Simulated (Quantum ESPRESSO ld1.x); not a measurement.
The numbers below are computed, except where a source is named.
Excited configurations of Hf I: one electron is placed in a higher orbital outside [Xe] 4f14 5d1 6s2. The ground configuration is [Xe] 4f14 5d2 6s2. Level of theory: scalar-relativistic Kohn-Sham, LDA (Slater exchange, VWN5 correlation), spin-polarised, spherical densities, point nucleus; open shells are filled with parallel spins first (ld1.x of Quantum ESPRESSO 7.5). Excitation = E - E(ground); binding = E(ion) - E, where the ion is the core of charge +1; n* = 1/sqrt(2 binding) in atomic units, and the quantum defect is n - n*.

outer orbital,excitation (eV),binding (eV),quantum defect,eigenvalue (eV),<r> (bohr)
5f,6.113,0.950,1.215,-0.458,16.52
6p,2.237,4.826,4.321,-2.591,4.502
6d,5.393,1.670,3.145,-0.789,9.940
6f,6.403,0.660,1.458,-0.383,28.00
7s,4.462,2.601,4.713,-1.570,8.491
7p,5.240,1.823,4.268,-1.080,11.26
7d,6.045,1.018,3.344,-0.592,19.22
7f,6.585,0.478,1.666,-0.300,42.06

The Delta-SCF ionisation energy is 7.063 eV (NIST Atomic Spectra Database: 6.825 eV, measured). Self-interaction in the functional shifts the binding energies and quantum defects, so they are the method's values and not measured ones. Open shells are spherical and high-spin; term and fine-structure splittings are not resolved. Spin-orbit splitting is averaged out at the scalar-relativistic level.
